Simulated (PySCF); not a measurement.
Calculation: PBE-D3(BJ)/def2-TZVP // PBE0-D4/def2-TZVP run with PySCF. Isolated molecules, 0 K electronic values unless said otherwise. One relaxed conformer stands for a flexible species; it need not be the lowest. Excitations are Tamm–Dancoff values on a coarser integration grid. The basis has no diffuse functions, so Rydberg states are missing or too high.

Reference species (SMILES): `[OH][Al]([Br])[Br]` (neutral, multiplicity 1).

The HOMO–LUMO gap is 5.17 eV and the HOMO is -7.10 eV. The T1 excitation (TDA) is 5.06 eV.

Changed species: `[Br][Al]([Br])[Br]` (0 of 3 Br replaced by OH; the reference has 1 of 3 Br replaced by OH).

Q: Give the shifts of the HOMO–LUMO gap, HOMO and T1 excitation (TDA).

A: the HOMO–LUMO gap falls by 0.18 eV, to 4.99 eV; the HOMO falls by 0.26 eV, to -7.36 eV; the T1 excitation (TDA) falls by 0.18 eV, to 4.88 eV.
